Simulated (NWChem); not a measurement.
C$_{2}$H$_{7}$FOSi; SMILES OC[SiH2]CF

```xyz
12

O      0.9836    -2.0524     0.2926
C     -0.2435    -1.7302    -0.3693
Si    -0.8090     0.0332     0.1160
C      0.5980     1.2444    -0.3350
F      0.3376     2.5171     0.1719
H      0.7908    -2.0951     1.2476
H     -0.0354    -1.7667    -1.4606
H     -1.0462    -2.4877    -0.1927
H     -2.0968     0.4427    -0.5479
H     -0.9935     0.0668     1.6112
H      0.7295     1.3076    -1.4404
H      1.5562     0.8595     0.0831
```
Atoms are numbered in this order, from 1.

Computed with NWChem. Geometry: optimised at PBE-D3(BJ)/def2-SVP. No frequency run checked for a minimum. Level: B3LYP/def2-SVP with SMD (1 M gas to 1 M solution), gas-phase geometry. Reactions with the solvent are ignored.

Q: Order these by “cavity-dispersion-structure term (kcal/mol)”, lowest first: chlorobenzene; 1-octanol; acetonitrile; water.

A: chlorobenzene (-0.2), acetonitrile (0.4), 1-octanol (1.2), water (4.3)
